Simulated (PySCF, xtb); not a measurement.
Sn(Cl)3(NH2) (Cl₃H₂NSn), SMILES [NH2][Sn]([Cl])([Cl])[Cl].

GFN2-xTB (xtb) at its own geometry gives an orbital gap of 2.67 eV and a dipole moment of 2.51 D.

Coordinates come from a B3LYP-D3(BJ)/def2-SVP optimisation. The structure was generated by enumeration; whether it is a known compound was not checked. The def2 effective core potentials stand for the cores of Sn; spin–orbit coupling is left out. The values are those of a single conformer.

What does B3LYP/def2-TZVP in PySCF give? (Estimate from the structure and the level; the computed values follow.)

gap 5.25 eV (levels -8.40 and -3.16 eV), dipole 2.66 D.
